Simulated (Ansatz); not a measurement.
Geometry optimisation, Ansatz, RKS PBE/def2-SVP.

input.yaml

```yaml
crystal:
  periodic: [false, false, false]
  atoms:
    - { symbol: Ta, position_ang: [0.0, 0.0, 0.0] }
    - { symbol: F, position_ang: [2.28, 0.0, 0.0] }
    - { symbol: Cl, position_ang: [0.0, 0.0, 2.47] }
    - { symbol: Cl, position_ang: [0.0, 0.0, -2.47] }
    - { symbol: Cl, position_ang: [-1.235, 2.139, 0.0] }
    - { symbol: O, position_ang: [-1.01, -1.7493, 0.0] }
    - { symbol: H, position_ang: [-1.6563, -1.7655, 0.776] }
    - { symbol: Br, position_ang: [0.9302, 2.3057, 1.5878] }
    - { symbol: H, position_ang: [2.1654, 1.0463, 0.7206] }
basis:
  gaussian: { orbitals: def2-SVP }
hamiltonian:
  xc: pbe
relax:
  f_tol: 0.15
  max_steps: 25
  restrain:
    - { distance: [0, 7], at: 3.85, k: 30.0 }
    - { distance: [8, 1], at: 2.12, k: 30.0 }
    - { distance: [0, 1], at: 1.93, k: 30.0 }
    - { distance: [8, 7], at: 1.55, k: 30.0 }
output:
  orbitals: {}
```

Launched with:

```bash
$ ansatz run input.yaml --threads 4 --pin off --max-ram 5120MiB --backend cpu --events-out ev --progress --plain --runs-dir out
```

Where does it end, and by what steps?

The run converged. The restraints hold the end off the free minimum. After 10 steps the energy has fallen by 4.367 eV (the restraints' own energy left out); Br8 moved furthest, 1.42 Å. Joined: Br8–H9 (1.97 → 1.51 Å).

```csv
step,energy less start (eV),largest force component (eV/Å),accepted
0,0.0000,4.362,yes
1,-0.9365,3.723,yes
2,-1.8813,3.462,yes
3,-2.9838,3.609,yes
4,-3.8724,1.406,yes
5,-4.1513,1.192,yes
6,-4.2966,0.986,yes
7,-4.3234,1.163,yes
8,-4.3316,1.168,yes
9,-4.3536,1.295,yes
10,-4.3674,1.219,yes
```

```xyz
9
Properties=species:S:1:pos:R:3
Ta -0.231 -0.066 0.157
F 1.652 -0.247 0.496
Cl -0.496 -0.318 2.484
Cl 0.341 0.337 -2.081
Cl -1.732 1.696 0.159
O -1.114 -1.671 -0.247
H -1.575 -2.325 0.311
Br 2.005 2.971 0.934
H 2.626 1.601 0.871
```

Run time: 41 s on 4 threads of Arm Neoverse V1, on a shared host, peak memory 0.28 GiB.
